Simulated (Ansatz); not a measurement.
Frontier orbitals of C2H3ClFGeN, SMILES `[CH3][Ge]([F])([Cl])[C]#N`.

```xyz
9

C    -0.920   -0.987    0.154
Ge    0.323    0.320   -0.495
F    -0.469    1.432   -1.546
Cl    1.938   -0.516   -1.589
C     1.080    1.415    0.889
N     1.510    2.029    1.762
H    -1.327   -1.543   -0.690
H    -1.726   -0.480    0.685
H    -0.408   -1.672    0.830
```

Total charge 0; spin multiplicity 1. Correlated methods include outer-core shells of Ge, which these sets cover unevenly. Scalar relativity is left out up to krypton. Geometry: relaxed with PBE0-D4/def2-TZVP. Basis def2-TZVPP, Ansatz 0.2.0.

Orbital energies of one run (eV). Highest occupied ones, from the top: -8.18, -8.40, -8.77, -8.84, -9.02, -9.33, -9.83, -10.54, -10.72, -10.98, -11.48, -12.17, -15.05, -18.61. Empty: -1.93, -1.78, -1.09, 0.22, 1.01, 1.04.

Task: Which functional gave them?
A. ωB97X-V
B. PBE0
C. BHLYP
D. revPBE

Result: D. HOMO energies: revPBE -8.18, ωB97X-V -12.14, PBE0 -9.71, BHLYP -11.02 eV.
